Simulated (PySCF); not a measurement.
## Radial density of Nb⁻ (niobium, charge -1)

TPSS, [Kr] 4d4 5s2, high-spin 5D determinant. Computed with PySCF 2.14 in aug-cc-pwCVTZ-DK, with the spin-free X2C one-electron Hamiltonian (Gaussian nucleus).

| r (bohr) | 4πr²ρ (e/bohr) | 4πr²(ρα − ρβ) |
| --- | --- | --- |
| 0.0320 | 49.68 | -0.0020 |
| 0.0539 | 43.45 | -0.0035 |
| 0.0906 | 59.44 | 0.0223 |
| 0.152 | 54.01 | 0.1649 |
| 0.256 | 40.36 | 0.3635 |
| 0.431 | 42.76 | 0.1251 |
| 0.726 | 12.50 | 0.2293 |
| 1.22 | 9.693 | 1.6844 |
| 2.05 | 3.128 | 1.5963 |
| 3.45 | 1.014 | 0.5697 |
| 5.81 | 0.2868 | 0.0384 |
| 9.77 | 0.03892 | -0.0154 |
| 16.4 | 0.001194 | -0.0009 |

Densities and radii are taken from the X2C orbitals without a picture-change correction, which distorts them close to the nucleus.

⟨S²⟩ = 6.07 against 6.00 shows spin contamination. At TPSS the highest occupied level has a positive energy, so only the finite basis holds that electron; in a semilocal or global hybrid functional this comes from self-interaction and does not mean that the real anion is unbound.

Task: Where is the radial spin density 4πr²(ρα − ρβ) most negative, and why is it negative at all?

Result: Around r = 9.77 bohr, down to -0.0154 e/bohr: exchange with the open shell polarises the paired shells in an unrestricted calculation.
